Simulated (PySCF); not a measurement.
Species: C₆H₇FSSi.
Atom-mapped SMILES: `[CH:1]#[C:2][C:3]1=[CH:4][S:5][Si@H:6]([F:7])[CH2:8][CH2:9]1` (hydrogens: H10 on C1; H11 on C4; H12 on Si6; H13, H14 on C8; H15, H16 on C9)

Computed, not measured: TDDFT CAM-B3LYP/def2-SVPD, vertical, gas phase, core orbitals frozen in the response in PySCF. One conformer (not necessarily the lowest) at the GFN2-xTB geometry, without solvent, vibrations or thermal averaging.

Frontier orbitals with the atoms that hold most of them (Löwdin shares over 4%, at most four atoms; ? is withheld):

```json
{"orbital": "HOMO-3", "ε (eV)": "-10.29", "atoms": "S5 28%, C8 15%, C2 11%, Si6 11%"}
{"orbital": "HOMO-2", "ε (eV)": "-9.69", "atoms": "S5 24%, C2 22%, C1 22%, C4 7%"}
{"orbital": "HOMO-1", "ε (eV)": "-9.52", "atoms": "C1 28%, C2 26%, S5 20%, C4 6%"}
{"orbital": "HOMO", "ε (eV)": "?", "atoms": "?"}
{"orbital": "LUMO", "ε (eV)": "-0.11", "atoms": "?"}
{"orbital": "LUMO+1", "ε (eV)": "0.79", "atoms": "S5 38%, Si6 19%, C4 7%, C8 6%"}
{"orbital": "LUMO+2", "ε (eV)": "1.09", "atoms": "S5 25%, Si6 18%, C1 7%, C9 6%"}
```

Which atoms hold the LUMO, and with what shares?

C4 (bonded to C, S and H) 26%; C3 (bonded to 3 C) 20%; C1 (bonded to C and H) 14%; C2 (bonded to 2 C) 12%.

Which atoms hold the HOMO, and with what shares?

S5 (bonded to C and Si) 30%; C4 (bonded to C, S and H) 17%; C3 (bonded to 3 C) 16%; C1 (bonded to C and H) 14%. By element: carbon 48% or more, sulfur 30%.

What is the HOMO energy, and the HOMO–LUMO gap?

ε(HOMO) = -7.74 eV; the gap is 7.64 eV (0.2807 hartree).

The HOMO–LUMO gap is 7.64 eV. Where does the response calculation put the lowest singlet, and from which orbitals?

S1 is at 4.94 eV (f = 0.347), 2.70 eV below the gap, made of HOMO→LUMO (93%). Without the coupling terms of the response equations the lowest excitation would equal the gap.

Give energy, strength and leading configuration of S1 and S2, and follow the Löwdin shares of the leading atoms from the occupied to the empty orbital.

- S1 (4.94 eV, f 0.347), HOMO→LUMO (93%): S5 30% → at most 12%, C4 17% → 26%, C3 16% → 20%
- S2 (5.39 eV, f 0.0017), HOMO→LUMO+1 (80%): S5 30% → 38%, C4 17% → 7%, Si6 at most 15% → 19%
